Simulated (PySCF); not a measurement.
Molecule: SMILES [SiH2]([SiH2]c1ccco1)C(O)=O (C5H8O3Si2). Atoms near the plane z = 0.0 Å, at the GFN2-xTB optimised geometry (x, y, z in Å): Si5 (-1.7, -1.6, -0.1), C6 (-0.4, -0.3, 0.0), C7 (1.0, -0.3, 0.0), C8 (1.4, 1.1, 0.0), C9 (0.2, 1.8, 0.0), O10 (-0.8, 1.0, 0.0), H15 (-1.0, -2.9, -0.3), H16 (1.6, -1.1, 0.0), H17 (2.4, 1.5, 0.0), H18 (0.1, 2.9, 0.0).

Computed with PBE0/def2-SVP in PySCF. Cells within 0.4 Å of a nucleus heavier than hydrogen are left out (blank, or x). The values are rescaled to run from 0 to 1.

```
|4444444444444444444444444444444|
|4444444444444444444444444444444|
|4444444444444444444444444444444|
|4444444444444444444444444444444|
|4444444444444444444444444444444|
|4444444444444444444444444444444|
|4444444444444444444444444444444|
|4444444444444444444444444444444|
|4444444444444444444444444444444|
|444444444444444xx44444444444444|
|444444444444544xx54444334444444|
|444444433445xx43444xx4334444444|
|444433333345xx3344xxx4444444444|
|443333323344xx33344444444444444|
|4333322222345433334444444444444|
|3333222122345xx333x554444444444|
|3333222112346xx43xxx54444444444|
|333322222234687544x544444444444|
|3333333333346665444444444444444|
|444444555xx55554444444444444444|
|444456788xxx3333333344444444444|
|4445568997432223333344444444444|
|4455678998531112333344444444444|
|4455667887520012233344444444444|
|4455567776420012333444444444444|
|4445556665421112333444444444444|
|4445555554432223334444444444444|
|4444455554433333334444444444444|
|4444444444433333344444444444444|
|4444444444443334444444444444444|
|4444444444444444444444444444444|
```
Scale: ten equal steps from 0.000 (start of '0') to 1.00 (end of '9'), in the order '0123456789'; x runs from -5.00 to 5.00, y from -5.00 (bottom) to 5.00 (top).

Question: Which quantity is mapped?
(A) log10 of the electron density
(B) Laplacian of the electron density
(C) electrostatic potential
(D) an orbital amplitude

Answer: D, an orbital amplitude. In full: LUMO amplitude (bohr^(-3/2)).
